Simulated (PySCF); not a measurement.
C4H7Cl, SMILES CC1(Cl)CC1.

Coordinates come from a PBE0-D3(BJ)/def2-SVP optimisation.

Computed with PBE/def2-TZVP run with PySCF.

Symmetry labels are those of the subgroup Cs that the program uses (full group Cs).

Computed valence orbital energies around the gap with their symmetry:
```json
[
 {"orbital": "HOMO−7", "symmetry": "A\"", "energy (eV)": "-10.43"},
 {"orbital": "HOMO−6", "symmetry": "A'", "energy (eV)": "-9.88"},
 {"orbital": "HOMO−5", "symmetry": "A'", "energy (eV)": "-9.22"},
 {"orbital": "HOMO−4", "symmetry": "A\"", "energy (eV)": "-9.15"},
 {"orbital": "HOMO−3", "symmetry": "A\"", "energy (eV)": "-8.08"},
 {"orbital": "HOMO−2", "symmetry": "A'", "energy (eV)": "-7.85"},
 {"orbital": "HOMO−1", "symmetry": "A'", "energy (eV)": "-6.85"},
 {"orbital": "HOMO", "symmetry": "A\"", "energy (eV)": "-6.32"},
 {"orbital": "LUMO", "symmetry": "A'", "energy (eV)": "-0.36"},
 {"orbital": "LUMO+1", "symmetry": "A'", "energy (eV)": "0.54"},
 {"orbital": "LUMO+2", "symmetry": "A\"", "energy (eV)": "1.47"},
 {"orbital": "LUMO+3", "symmetry": "A'", "energy (eV)": "1.50"}
]
```
